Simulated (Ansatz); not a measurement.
Mulliken charges of `OP1O[SiH2]1` from r2SCAN/def2-TZVPP in Ansatz (PBE0-D4/def2-TZVP geometry).

| atom | x (Å) | y (Å) | z (Å) | charge (e) |
| --- | --- | --- | --- | --- |
| O1 | -1.633 | 0.011 | -0.972 | -0.349 |
| P2 | -0.025 | -0.031 | -1.048 | 0.522 |
| O3 | 0.402 | -1.156 | -0.002 | -0.417 |
| Si4 | 0.840 | 0.003 | 1.282 | 0.176 |
| H5 | -2.012 | -0.321 | -0.147 | 0.218 |
| H6 | 0.241 | 1.103 | 0.075 | -0.038 |
| H7 | 2.247 | 0.322 | 0.767 | -0.111 |

By hand: the dipole of these point charges (1 e Å = 4.8032 D).

Σ q r = (-0.160, 0.315, -0.101) e Å, of length 0.367 e Å = 1.76 D.

How does the dipole of the full density compare? (Estimate.)

Ansatz gave: (-0.201, 0.055, 0.030) e Å, 1.01 D; the point charges give 1.74 times that, at 53° from its direction.

Point charges leave out the atoms' own dipoles, such as those of lone pairs, and Mulliken's split depends on the basis, so the two needn't agree.
